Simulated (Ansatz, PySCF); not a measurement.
Pulling on the Ga1–H2 bond in GaH4N (SMILES [NH2][GaH2]) (multiplicity 1 held, fragments rigid). Energies count from the point at 1.562 Å.
Geometry at that point (charge 0, multiplicity 1):
```xyz
6

Ga     0.00715    -0.17520    -0.34210
H     -1.29161    -0.07692    -1.20360
H      1.33186    -0.90945    -0.72241
N     -0.02677     0.65596     1.28085
H     -0.82047     1.16143     1.63888
H      0.74597     0.66434     1.92619
```

Restricted levels (R-, RO-) in cc, def2 and unpolarised 6-31G sets keep to the state of the molecule at rest. U- levels take the lowest unrestricted solution at each point, which mixes spins at long bonds. Active spaces are followed from a long bond inwards. Levels need not reach the same state.

Frozen-core correlation. Filled d and f shells under p-block atoms count as core. Rows in LANL2DZ carry no dispersion term and start afresh at each structure. LANL2DZ brings its own core potentials from Na on.

Run with Ansatz (a program for electronic structure); PySCF for LANL2DZ rows. 

Energies in kJ/mol.

```json
[
 {"R (Å)": "1.249", "U-PBE/cc-pVTZ": "109", "U-r2SCAN/cc-pVTZ": "103", "R-B3LYP/LANL2DZ": "111", "R-CCSD/cc-pVTZ": "122", "FIC-NEVPT4(SD) on CASSCF(2,2)/cc-pVTZ": "122", "FIC-MRCISD+Q on CASSCF(2,2)/cc-pVTZ": "122"},
 {"R (Å)": "1.405", "U-PBE/cc-pVTZ": "22", "U-r2SCAN/cc-pVTZ": "19", "R-B3LYP/LANL2DZ": "23", "R-CCSD/cc-pVTZ": "26", "FIC-NEVPT4(SD) on CASSCF(2,2)/cc-pVTZ": "26", "FIC-MRCISD+Q on CASSCF(2,2)/cc-pVTZ": "26"},
 {"R (Å)": "1.562", "U-PBE/cc-pVTZ": "0", "U-r2SCAN/cc-pVTZ": "0", "R-B3LYP/LANL2DZ": "0", "R-CCSD/cc-pVTZ": "0", "FIC-NEVPT4(SD) on CASSCF(2,2)/cc-pVTZ": "0", "FIC-MRCISD+Q on CASSCF(2,2)/cc-pVTZ": "0"},
 {"R (Å)": "1.718", "U-PBE/cc-pVTZ": "12", "U-r2SCAN/cc-pVTZ": "16", "R-B3LYP/LANL2DZ": "11", "R-CCSD/cc-pVTZ": "11", "FIC-NEVPT4(SD) on CASSCF(2,2)/cc-pVTZ": "11", "FIC-MRCISD+Q on CASSCF(2,2)/cc-pVTZ": "11"},
 {"R (Å)": "1.874", "U-PBE/cc-pVTZ": "42", "U-r2SCAN/cc-pVTZ": "48", "R-B3LYP/LANL2DZ": "40", "R-CCSD/cc-pVTZ": "40", "FIC-NEVPT4(SD) on CASSCF(2,2)/cc-pVTZ": "40", "FIC-MRCISD+Q on CASSCF(2,2)/cc-pVTZ": "40"},
 {"R (Å)": "2.108", "U-PBE/cc-pVTZ": "99", "U-r2SCAN/cc-pVTZ": "110", "R-B3LYP/LANL2DZ": "99", "R-CCSD/cc-pVTZ": "99", "FIC-NEVPT4(SD) on CASSCF(2,2)/cc-pVTZ": "98", "FIC-MRCISD+Q on CASSCF(2,2)/cc-pVTZ": "99"},
 {"R (Å)": "2.342", "U-PBE/cc-pVTZ": "158", "U-r2SCAN/cc-pVTZ": "173", "R-B3LYP/LANL2DZ": "163", "R-CCSD/cc-pVTZ": "161", "FIC-NEVPT4(SD) on CASSCF(2,2)/cc-pVTZ": "158", "FIC-MRCISD+Q on CASSCF(2,2)/cc-pVTZ": "159"},
 {"R (Å)": "2.733", "U-PBE/cc-pVTZ": "245", "U-r2SCAN/cc-pVTZ": "261", "R-B3LYP/LANL2DZ": "261", "R-CCSD/cc-pVTZ": "250", "FIC-NEVPT4(SD) on CASSCF(2,2)/cc-pVTZ": "242", "FIC-MRCISD+Q on CASSCF(2,2)/cc-pVTZ": "244"},
 {"R (Å)": "3.123", "U-PBE/cc-pVTZ": "304", "U-r2SCAN/cc-pVTZ": "304", "R-B3LYP/LANL2DZ": "340", "R-CCSD/cc-pVTZ": "313", "FIC-NEVPT4(SD) on CASSCF(2,2)/cc-pVTZ": "(withheld)", "FIC-MRCISD+Q on CASSCF(2,2)/cc-pVTZ": "301"},
 {"R (Å)": "3.592", "U-PBE/cc-pVTZ": "332", "U-r2SCAN/cc-pVTZ": "329", "R-B3LYP/LANL2DZ": "411", "R-CCSD/cc-pVTZ": "355", "FIC-NEVPT4(SD) on CASSCF(2,2)/cc-pVTZ": "334", "FIC-MRCISD+Q on CASSCF(2,2)/cc-pVTZ": "336"},
 {"R (Å)": "4.216", "U-PBE/cc-pVTZ": "341", "U-r2SCAN/cc-pVTZ": "343", "R-B3LYP/LANL2DZ": "472", "R-CCSD/cc-pVTZ": "379", "FIC-NEVPT4(SD) on CASSCF(2,2)/cc-pVTZ": "(withheld)", "FIC-MRCISD+Q on CASSCF(2,2)/cc-pVTZ": "352"},
 {"R (Å)": "4.997", "U-PBE/cc-pVTZ": "343", "U-r2SCAN/cc-pVTZ": "348", "R-B3LYP/LANL2DZ": "514", "R-CCSD/cc-pVTZ": "387", "FIC-NEVPT4(SD) on CASSCF(2,2)/cc-pVTZ": "(withheld)", "FIC-MRCISD+Q on CASSCF(2,2)/cc-pVTZ": "355"}
]
```

Q: Fill in the missing entries.

A: 
- 4.216, FIC-NEVPT4(SD) on CASSCF(2,2)/cc-pVTZ: 349
- 3.123, FIC-NEVPT4(SD) on CASSCF(2,2)/cc-pVTZ: 299
- 4.997, FIC-NEVPT4(SD) on CASSCF(2,2)/cc-pVTZ: 353

Doubts at one or more of the structures used: a spin-contaminated determinant (U-PBE/cc-pVTZ, U-r2SCAN/cc-pVTZ); a restricted determinant that unrestricted orbitals would lower (R-CCSD/cc-pVTZ); other coupled-cluster roots lie near (R-CCSD/cc-pVTZ); T1 above 0.05 (R-CCSD/cc-pVTZ).
